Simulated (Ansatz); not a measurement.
One change: `OCNBF` becomes `N[SiH2]NCO`.

Ansatz, PBE0-D4/def2-TZVP geometries, multiplicity 1. Each molecule was computed in one conformer, which needn't be the lowest.

```tsv
property	`OCNBF`
LUMO energy (PBE/def2-TZVPP) / eV	-0.34
size of the dipole moment (PBE/def2-TZVPP) / D	3.11
HOMO energy (ωB97M-V/def2-TZVPP) / eV	-10.46
LUMO energy (ωB97M-V/def2-TZVPP) / eV	2.15
HOMO–LUMO gap (PBE0/def2-TZVPP) / eV	8.66
HOMO–LUMO gap (B3LYP/def2-TZVPP) / eV	8.11
```

Q: Give the same properties after the change, and the shifts. (An estimate is asked.)

A: Computed: 
```json
{"property": "LUMO energy (PBE/def2-TZVPP) / eV", "`N[SiH2]NCO`": "-0.12", "shift": "0.22"}
{"property": "size of the dipole moment (PBE/def2-TZVPP) / D", "`N[SiH2]NCO`": "2.03", "shift": "-1.08"}
{"property": "HOMO energy (ωB97M-V/def2-TZVPP) / eV", "`N[SiH2]NCO`": "-9.47", "shift": "0.99"}
{"property": "LUMO energy (ωB97M-V/def2-TZVPP) / eV", "`N[SiH2]NCO`": "2.10", "shift": "-0.05"}
{"property": "HOMO–LUMO gap (PBE0/def2-TZVPP) / eV", "`N[SiH2]NCO`": "7.81", "shift": "-0.85"}
{"property": "HOMO–LUMO gap (B3LYP/def2-TZVPP) / eV", "`N[SiH2]NCO`": "7.29", "shift": "-0.82"}
```

With PBE0 the HOMO rises by 0.93 eV and the LUMO rises by 0.09 eV, so the gap narrows by about 0.84 eV. PBE moves the HOMO by 0.74 eV and ωB97M-V by 0.99 eV. Dipoles are sizes alone; their direction can turn.

B3LYP here is the variant with VWN-RPA as its local correlation; programs differ in this.
